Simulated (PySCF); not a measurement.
From one molecule to another.

First species: C5H11NOSi.
Geometry (GFN2-xTB, Å), atoms numbered from 1 in this order:
```xyz
19
C5H11NOSi angstrom
C     -2.9950   -1.6489    1.4287
C     -2.1825   -1.0152    0.8100
Si    -0.9236   -0.0112   -0.1231
C     -1.2750    1.8410    0.1640
N     -0.9405   -0.5558   -1.7604
C      0.8084   -0.4707    0.5403
O      1.7512    0.2351   -0.2461
C      3.0771   -0.0116    0.1310
H     -3.7049   -2.2101    1.9662
H     -0.4628    2.4522   -0.2204
H     -1.3921    2.0713    1.2191
H     -2.1883    2.1457   -0.3397
H     -0.0749   -0.5202   -2.2746
H     -1.7178   -0.3294   -2.3591
H      0.9904   -1.5510    0.4665
H      0.9242   -0.2002    1.5982
H      3.3308   -1.0744    0.0174
H      3.7123    0.5858   -0.5217
H      3.2534    0.2769    1.1760
```

Second species: C5H7ClO3Si.
SMILES: `C#C[Si@](Cl)(OC)OCC=O`

Levels: PBE0/pcSseg-1 for dipole moment, HOMO energy, LUMO energy and HOMO–LUMO gap; GFN2-xTB for rotational constant A and rotational constant C. Geometries: GFN2-xTB. Each structure is a single optimised conformer of the isolated species, non-relativistic unless stated; the electronic structure was computed with PySCF and density fitting.

Dipoles, sizes and rotational constants follow the conformer. The torsions of the flexible species, by atom-mapped SMILES:
- `[CH:1]#[C:2][Si@:3]([CH3:4])([NH2:5])[CH2:6][O:7][CH3:8]`: C2–Si3–C6–O7 176°, Si3–C6–O7–C8 180°, H–N5–Si3–C2 -148°, H–N5–Si3–C2 72°
- `[CH:1]#[C:2][Si@:3]([Cl:4])([O:5][CH3:6])[O:7][CH2:8][CH:9]=[O:10]`: C2–Si3–O5–C6 -33°, C2–Si3–O7–C8 56°, Si3–O7–C8–C9 11°, O7–C8–C9–O10 -3°

```csv
property,column X,column Y
dipole moment,4.96 D,0.72 D
HOMO energy,-7.99 eV,-7.16 eV
LUMO energy,-1.41 eV,0.28 eV
HOMO–LUMO gap,6.58 eV,7.44 eV
rotational constant A,1.171 GHz,2.524 GHz
rotational constant C,0.772 GHz,0.877 GHz
```

Which column belongs to which species?

Column X is the second species and column Y the first. The first has 19 atoms and 70 electrons, the second 17 and 92.

How does each property change from the first species to the second?

dipole moment +4.24 D; HOMO energy -0.83 eV; LUMO energy -1.69 eV; HOMO–LUMO gap -0.86 eV; rotational constant A -1.353 GHz; rotational constant C -0.105 GHz.

On the first: A dipole of 0.72 D is allowed in C1, and pure rotational transitions are dipole-allowed. In atomic units the dipole is 0.28 e·bohr (1 au = 2.5417 D).

On the second: The dipole matches unit charges of opposite sign 1.03 Å apart (1 e·Å = 4.8032 D). GFN2-xTB frequencies show an imaginary mode (40i cm⁻¹), so this geometry is no minimum at that level.
